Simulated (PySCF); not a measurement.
Gas-phase reaction: SnCl2 + SnH2 + 4 Cl ⇌ 2 SnHCl3

Method: PySCF energies (xtb for GFN2) plus ideal-gas RRHO corrections (1 bar). † marks an energy on the PBE0/def2-TZVP geometry and frequencies; other levels use their own. MP2 and CCSD(T) freeze the core. Open shells (unrestricted): Cl (multiplicity 2, electronic degeneracy 6); the rest are closed-shell singlets. GFN2 has no spin-polarisation term. Spin-orbit splitting is ignored; it lowers the true energy and changes the entropy of Cl. B3LYP is the form with VWN-RPA correlation. Sn: scalar-relativistic def2 core potential, no spin-orbit coupling. SnH2, SnHCl3: computed as isolated molecules; such fragments, hydroxides, amides, oligomers or adducts are transient or little studied in the gas. MP2 isn't extrapolated to the basis-set limit; its ΔH°(298 K) is -1163.8 kJ in def2-SVP and -1231.4 kJ in def2-TZVPP. CCSD(T) isn't extrapolated to the basis-set limit; its ΔH°(298 K) is -1085.9 kJ in def2-SVP and -1160.6 kJ in def2-TZVPP. The harmonic model lacks anharmonicity and excited electronic states, which grow with temperature; levels with a mode under 35 cm⁻¹ are left out. Soft modes under 120 cm⁻¹ make the harmonic entropy rough for SnCl2, SnHCl3.

| level | ΔE electronic, kJ | ΔH°(298 K), kJ | ΔS°(298 K), J/K | ΔG°(600 K), kJ |
|---|---|---|---|---|
| B3LYP/def2-TZVP† | -1110 | -1096 | -517 | -786 |
| CCSD(T)/def2-SVP† | -1100 | -1086 | -517 | -776 |
| GFN2-xTB | -892 | -885 | -497 | -588 |
| HF/def2-TZVP† | -910 | -896 | -517 | -586 |
| M06-2X/def2-TZVP† | -1261 | -1247 | -517 | -937 |
| MP2/def2-SVP† | -1178 | -1164 | -517 | -854 |
| PBE0/def2-SVP† | -1183 | -1169 | -517 | -859 |
| PBE0/def2-TZVP | -1207 | -1193 | -517 | -883 |
| r2SCAN/def2-TZVP† | -1235 | -1221 | -517 | -911 |
| LDA/def2-TZVP† | -1413 | -1399 | -517 | -1089 |
| ωB97X-V/def2-TZVP† | -1237 | -1222 | -517 | -912 |
ΔH° is lowest at LDA/def2-TZVP† and highest at GFN2-xTB. No reference value is set beside these.
